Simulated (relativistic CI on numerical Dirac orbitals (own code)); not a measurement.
Calculated levels, Cl⁺

Calculated at this level of theory: Dirac-Coulomb-Breit CI, KLI orbitals optimised for each configuration, QED by a radiative potential, valence Slater integrals scaled by 0.85, P86 correlation energy added to each configuration (own radial code, finite nucleus).

CI space (outside the closed core [Ne]): 3s2.3p4, 3s.3p5, 3s2.3p3.4s, 3s2.3p3.3d, 3s2.3p3.4p, 3s2.3p3.5s, 3s2.3p3.4d, 3p6, 3s.3p4.3d, 3s2.3p3.5p, 3s2.3p3.4f, 3s2.3p3.6s, 3s2.3p3.5d, 3s2.3p3.6p, 3s2.3p3.5f, 3s2.3p3.5g, 3s2.3p3.6d, 3s2.3p2.4s.4p, 3s2.3p2.3d.4p, 3s.3p4.4s, 3s2.3p2.3d2, 3s2.3p.3d2.4s, 3s2.3p.3d3, 3s2.3p.3d2.4p, 3s2.3p.3d2.5s, 3s2.3p.3d2.4d, 3s2.3p2.4s2, 3s2.3p.3d.4s2, 3s2.3p.4s2.4p, 3s2.3p.4s2.5s, 3s2.3p.4s2.4d, 3s2.3p2.3d.4s, 3s2.3p.3d.4s.4p, 3s2.3p.3d.4s.5s, 3s2.3p.3d.4s.4d, 3p4.3d2, 3p3.3d2.4s, 3p3.3d3, 3p3.3d2.4p, 3p3.3d2.5s, 3p3.3d2.4d, 3s2.3p2.4p2, 3s2.3p.4s.4p2, 3s2.3p.3d.4p2, 3s2.3p.4p3, 3s2.3p.4p2.5s, 3s2.3p.4p2.4d. Double excitations out of closed p, d and f shells are left out; levels of such configurations are missing from the list, as are those of other unlisted configurations, and high levels can miss mixing partners. These lack a partner that the ground configuration has and come out too high: 3s.3p4.3d, 3s2.3p3.5p, 3s2.3p3.4f, 3s2.3p3.6s, 3s2.3p3.5d.

The lowest level is 3s2.3p4 3P_2, with 97 % of that term; Hund's rules for 3s2.3p4 give 3P with J = 2, in agreement.

```
No.  Configuration  Term  J  E (cm⁻¹)   %  Landé g  Lifetime (s)      jj configuration (%)
  1        3s2.3p4    3P  2       0.0  97    1.500                            3p3/2^2 (68)
  2        3s2.3p4    3P  1     685.8  97    1.501      1.38e+02        3p1/2 3p3/2^3 (97)
  3        3s2.3p4    3P  0     980.8  97               7.23e+02              3p3/2^4 (61)
  4        3s2.3p4    1D  2   11943.1  97    1.001      7.15e+00        3p1/2 3p3/2^3 (68)
  5        3s2.3p4    1S  0   25990.6  95               4.23e-01              3p3/2^2 (60)
  6         3s.3p5   3P°  2  103702.9  68    1.501      1.41e-08           3s 3p3/2^3 (68)
  7         3s.3p5   3P°  1  104336.0  68    1.501      1.40e-08     3s 3p1/2 3p3/2^4 (44)
  8         3s.3p5   3P°  0  104669.9  68               1.39e-08     3s 3p1/2 3p3/2^4 (68)
  9     3s2.3p3.4s   5S°  2  113458.7  98    2.002                   3p1/2 3p3/2^2 4s (55)
 10     3s2.3p3.3d   5D°  4  117750.1  98    1.501                3p1/2 3p3/2^2 3d5/2 (55)
 11     3s2.3p3.3d   5D°  3  117757.3  98    1.501                3p1/2 3p3/2^2 3d5/2 (32)
 12     3s2.3p3.3d   5D°  2  117764.7  98    1.501                3p1/2 3p3/2^2 3d3/2 (38)
 13     3s2.3p3.3d   5D°  1  117770.4  98    1.501                3p1/2 3p3/2^2 3d3/2 (49)
 14     3s2.3p3.3d   5D°  0  117773.4  98                         3p1/2 3p3/2^2 3d3/2 (54)
 15     3s2.3p3.4s   3S°  1  117954.6  98    2.001      2.99e-10     3p1/2 3p3/2^2 4s (54)
 16     3s2.3p3.3d   1P°  1  124410.0  65    1.000      7.94e-09  3p1/2 3p3/2^2 3d5/2 (34)
 17     3s2.3p3.3d   3D°  2  129254.6  96    1.166      6.45e-09        3p3/2^3 3d5/2 (29)
 18     3s2.3p3.3d   3D°  3  129275.1  97    1.334      6.70e-09  3p1/2 3p3/2^2 3d5/2 (52)
 19     3s2.3p3.3d   3D°  1  129294.2  97    0.499      6.28e-09  3p1/2 3p3/2^2 3d5/2 (52)
 20     3s2.3p3.4s   3D°  1  133379.7  97    0.503      7.89e-10     3p1/2 3p3/2^2 4s (43)
 21     3s2.3p3.4s   3D°  2  133395.2  97    1.168      7.88e-10     3p1/2 3p3/2^2 4s (64)
 22     3s2.3p3.4s   3D°  3  133435.0  97    1.334      7.82e-10     3p1/2 3p3/2^2 4s (97)
 23     3s2.3p3.4p    5P  1  134016.3  98    2.502      7.53e-09  3p1/2 3p3/2^2 4p1/2 (47)
 24     3s2.3p3.4p    5P  2  134054.5  98    1.834      7.49e-09  3p1/2 3p3/2^2 4p1/2 (29)
 25     3s2.3p3.4p    5P  3  134117.4  98    1.668      7.42e-09  3p1/2 3p3/2^2 4p3/2 (55)
 26     3s2.3p3.3d   3F°  2  134804.7  97    0.668      1.34e-07  3p1/2 3p3/2^2 3d3/2 (49)
 27     3s2.3p3.3d   3F°  3  135001.7  97    1.083      5.94e-07  3p1/2 3p3/2^2 3d3/2 (44)
 28     3s2.3p3.3d   3F°  4  135249.0  97    1.250      2.87e+00  3p1/2 3p3/2^2 3d5/2 (70)
 29     3s2.3p3.4s   1D°  2  135534.2  96    1.001      3.82e-10     3p1/2 3p3/2^2 4s (76)
 30     3s2.3p3.4p    3P  1  137110.1  98    1.501      1.09e-08  3p1/2 3p3/2^2 4p3/2 (36)
 31     3s2.3p3.4p    3P  0  137119.9  98               1.09e-08  3p1/2 3p3/2^2 4p3/2 (69)
 32     3s2.3p3.4p    3P  2  137126.9  98    1.501      1.09e-08  3p1/2 3p3/2^2 4p3/2 (33)
 33     3s2.3p3.3d   1S°  0  137437.6  99                         3p1/2 3p3/2^2 3d5/2 (58)
 34     3s2.3p3.3d   3G°  3  140235.6  99    0.751      8.39e-07  3p1/2 3p3/2^2 3d3/2 (42)
 35     3s2.3p3.3d   3G°  4  140239.5  98    1.051                3p1/2 3p3/2^2 3d3/2 (46)
 36     3s2.3p3.3d   3G°  5  140246.9  99    1.200                3p1/2 3p3/2^2 3d5/2 (99)
 37     3s2.3p3.3d   1G°  4  143340.9  99    1.001                3p1/2 3p3/2^2 3d3/2 (42)
 38     3s2.3p3.4s   3P°  0  143486.9  96               5.67e-10     3p1/2 3p3/2^2 4s (96)
 39     3s2.3p3.4s   3P°  1  143527.1  96    1.499      5.64e-10     3p1/2 3p3/2^2 4s (66)
 40     3s2.3p3.4s   3P°  2  143615.7  95    1.498      5.58e-10           3p3/2^3 4s (56)
 41     3s2.3p3.4s   1P°  1  146015.8  97    0.999      2.90e-10           3p3/2^3 4s (38)
 42     3s2.3p3.3d   1D°  2  147410.3  96    1.000      8.24e-10  3p1/2 3p3/2^2 3d5/2 (28)
 43     3s2.3p3.3d   3D°  1  148119.4  77    0.499      3.13e-10          3p3/2 3d3/2 (21)
 44     3s2.3p3.3d   3D°  2  148266.8  75    1.167      2.94e-10  3p1/2 3p3/2^2 3d5/2 (39)
 45     3s2.3p3.3d   3D°  3  148411.4  73    1.334      2.69e-10  3p1/2 3p3/2^2 3d5/2 (32)
 46     3s2.3p3.3d   3F°  4  151739.7  98    1.249                        3p3/2 3d5/2 (44)
 47     3s2.3p3.3d   3F°  3  151934.7  98    1.083      2.70e-07  3p1/2 3p3/2^2 3d5/2 (41)
 48     3s2.3p3.4p    1P  1  151935.0  87    0.950      1.02e-08  3p1/2 3p3/2^2 4p3/2 (37)
 49     3s2.3p3.3d   3F°  2  152115.2  98    0.667      1.31e-07  3p1/2 3p3/2^2 3d3/2 (68)
 50     3s2.3p3.4p    3D  2  152743.5  96    1.158      8.16e-09  3p1/2 3p3/2^2 4p1/2 (39)
 51     3s2.3p3.4p    3D  1  152746.0  88    0.553      8.30e-09  3p1/2 3p3/2^2 4p3/2 (49)
 52     3s2.3p3.4p    3D  3  152884.3  95    1.326      8.11e-09  3p1/2 3p3/2^2 4p3/2 (65)
 53     3s2.3p3.4p    3F  2  153484.9  96    0.678      8.14e-09  3p1/2 3p3/2^2 4p1/2 (31)
 54     3s2.3p3.4p    3F  3  153556.3  95    1.092      8.08e-09  3p1/2 3p3/2^2 4p1/2 (35)
 55     3s2.3p3.4p    3F  4  153627.5  99    1.250      8.03e-09  3p1/2 3p3/2^2 4p3/2 (99)
 56     3s2.3p3.4p    1F  3  154009.1  98    1.002      1.11e-08  3p1/2 3p3/2^2 4p3/2 (42)
 57     3s2.3p3.3d   3P°  0  154244.8  97               1.50e-08          3p3/2 3d3/2 (62)
 58     3s2.3p3.3d   3P°  1  154414.1  92    1.527      1.76e-09          3p3/2 3d5/2 (33)
 59     3s2.3p3.3d   3P°  2  155051.0  97    1.500      8.05e-09  3p1/2 3p3/2^2 3d5/2 (48)
 60     3s2.3p3.3d   3S°  1  155987.4  82    1.975      1.25e-10  3p1/2 3p3/2^2 3d3/2 (40)
 61     3s2.3p3.4p    3P  2  156000.2  95    1.500      4.85e-09  3p1/2 3p3/2^2 4p1/2 (49)
 62     3s2.3p3.4p    3P  1  156157.3  94    1.503      4.90e-09  3p1/2 3p3/2^2 4p3/2 (60)
 63     3s2.3p3.4p    3P  0  156230.1  95               4.93e-09        3p3/2^3 4p3/2 (34)
 64     3s2.3p3.3d   3D°  1  157568.4  71    0.500      5.79e-10  3p1/2 3p3/2^2 3d3/2 (36)
 65     3s2.3p3.3d   3D°  2  157581.5  73    1.167      6.04e-10  3p1/2 3p3/2^2 3d5/2 (25)
 66     3s2.3p3.3d   3D°  3  157630.3  76    1.328      6.55e-10        3p3/2^3 3d5/2 (25)
 67     3s2.3p3.5s   5S°  2  157702.7  99    2.002      4.99e-09     3p1/2 3p3/2^2 5s (55)
 68     3s2.3p3.4p    1D  2  159347.5  96    1.003      6.18e-09  3p1/2 3p3/2^2 4p3/2 (57)
 69     3s2.3p3.5s   3S°  1  159481.8  95    2.001      2.73e-10     3p1/2 3p3/2^2 5s (53)
 70     3s2.3p3.4d   5D°  4  159834.0  97    1.501      3.97e-09  3p1/2 3p3/2^2 4d5/2 (54)
```

Energies count from the lowest computed level; ° marks odd parity; lifetimes are radiative, by E1, M1, E2 decay to levels of this space only; some are left blank where a channel outside the calculation adds to the decay or the decay crosses a small, uncertain gap. Filled j subshells are mostly left out of the jj labels.

The mean weight of the leading LS term, summed over parents, in these 70 levels is 93 %, and that of the leading jj configuration (from the same eigenvectors) 51 %, so LS coupling describes them better.

For a near-neutral ion this model can misplace configurations by up to about 10,000 cm⁻¹ (more where the count of f electrons changes) and terms by 10 to 25 % of their spread. Rates follow the energies as ν³ (E1, M1) or ν⁵ (E2), so they and the lifetimes can be off by large factors. The fine structure of a lone outer electron comes out too small, for d and f at times inverted, and misplaced configurations move strength between like terms. 73 of the 74 excited levels that our extract of the measured tables holds in this range could be paired (the sources list more); they are missed by 6773 cm⁻¹ on average and 12192 at most, and levels without a partner can miss by more.

Landé's interval rule says that E(J) − E(J−1) = AJ with one A. For the ground term the intervals give A = -295.0, -342.9 cm⁻¹ for J = 1, 2; the multiplet is inverted.
